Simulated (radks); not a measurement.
Coulomb parameter of the 5d shell of neutral gold in the model configuration [Xe] 4f14 5d8 6s1 6p2, as a second difference U = [E(n + 0.25) + E(n - 0.25) - 2 E(n)] / (0.25)^2 with all orbitals relaxed. "Bare": the charge of the atom changes with n. "Screened": the 6p shell takes up the change at fixed total charge, which measures U(5d,5d) + U(6p,6p) - 2 U(5d,6p). All-electron calculation, scalar-relativistic Kohn-Sham, PBE, spin-unpolarised, spherical densities, finite nucleus; Fermi nuclear charge, rms radius 5.4371 fm. Program: a radial shooting solver on a logarithmic mesh with Libxc functionals.

case                          configuration  E - E(n) (eV)
start                 [Xe] 4f14 5d8 6s1 6p2          0.000
bare +0.25         [Xe] 4f14 5d8.25 6s1 6p2         -3.399
bare -0.25         [Xe] 4f14 5d7.75 6s1 6p2          4.018
screened +0.25  [Xe] 4f14 5d8.25 6s1 6p1.75         -2.829
screened -0.25  [Xe] 4f14 5d7.75 6s1 6p2.25          3.001

U(bare) = 9.897 eV, U(screened by 6p) = 2.752 eV, against the Slater integral F0(5d,5d) = 16.601 eV with frozen orbitals. The step up makes a negative ion, whose loosely bound charge lowers the bare value.
